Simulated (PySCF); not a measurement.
From one molecule to another.

First species: C4H11Cl2PSi2.
SMILES: `C=C[SiH2][Si@](C)(P)C(Cl)Cl`

Second species: C5H13N3Si2.
SMILES with atom numbers: `[CH3:1][Si:2]([CH3:3])([CH3:4])[n:5]1[n:6][cH:7][c:8]([SiH3:9])[n:10]1` (hydrogens: H11, H12, H13 on C1; H14, H15, H16 on C3; H17, H18, H19 on C4; H20 on C7; H21, H22, H23 on Si9)

Cartesian coordinates in Å at the GFN2-xTB level; atoms count from 1:
```xyz
23
C5H13N3Si2 angstrom
C     -2.374   -1.018   -0.972
Si    -1.472    0.286    0.082
C     -1.592   -0.068    1.942
C     -1.943    2.060   -0.408
N      0.259    0.144   -0.304
N      0.773    0.616   -1.429
C      2.049    0.301   -1.385
C      2.303   -0.389   -0.180
Si     3.882   -1.115    0.506
N      1.145   -0.462    0.462
H     -2.125   -2.026   -0.652
H     -3.451   -0.906   -0.900
H     -2.101   -0.928   -2.020
H     -2.626   -0.173    2.256
H     -1.147    0.731    2.527
H     -1.068   -0.985    2.193
H     -3.008    2.236   -0.294
H     -1.679    2.254   -1.443
H     -1.420    2.789    0.204
H      2.727    0.562   -2.171
H      4.157   -0.544    1.825
H      4.957   -0.769   -0.430
H      3.751   -2.571    0.600
```

Levels: PBE0/pcSseg-1 for dipole moment, HOMO energy, LUMO energy and HOMO–LUMO gap; GFN2-xTB for rotational constant A and rotational constant C. Geometries: GFN2-xTB. Each species is one conformer at its optimised geometry, gas phase, non-relativistic unless stated; the electronic structure was computed with PySCF and density fitting.

Dipoles, sizes and rotational constants follow the conformer. The torsions of the flexible species, by atom-mapped SMILES:
- `[CH2:1]=[CH:2][SiH2:3][Si@:4]([CH3:5])([PH2:6])[CH:7]([Cl:8])[Cl:9]`: C1–C2–Si3–Si4 110°, C2–Si3–Si4–C5 54°, Si3–Si4–C7–Cl8 65°, H–P6–Si4–Si3 -35°, H–P6–Si4–Si3 58°
- `[CH3:1][Si:2]([CH3:3])([CH3:4])[n:5]1[n:6][cH:7][c:8]([SiH3:9])[n:10]1`: C1–Si2–N5–N6 76°

Question: Which of the two has the higher LUMO energy, and by how much?

Answer: The second: -0.34 eV against -0.73 eV, a difference of 0.39 eV.

Question: Which of the two has the higher dipole moment, and by how much?

Answer: The first: 2.75 D against 1.22 D, a difference of 1.53 D.

Question: Which has the higher HOMO–LUMO gap?

Answer: The second: 7.28 eV against 6.69 eV, a difference of 0.59 eV.

Question: Which of the two has the higher rotational constant A, and by how much?

Answer: The second: 1.948 GHz against 0.814 GHz, a difference of 1.134 GHz.

Question: Which of the two has the higher HOMO energy, and by how much?

Answer: The first: -7.42 eV against -7.62 eV, a difference of 0.20 eV.

Question: Which has the higher rotational constant C?

Answer: The second: 0.480 GHz against 0.420 GHz, a difference of 0.060 GHz.

On the first: A dipole of 2.75 D is allowed in C1, and pure rotational transitions are dipole-allowed. The dipole matches unit charges of opposite sign 0.57 Å apart (1 e·Å = 4.8032 D).

On the second: The dipole equals about 4.1 × 10⁻³⁰ C·m (1 D = 3.33564 × 10⁻³⁰ C·m). GFN2-xTB frequencies show an imaginary mode (34i cm⁻¹), so this geometry is no minimum at that level.
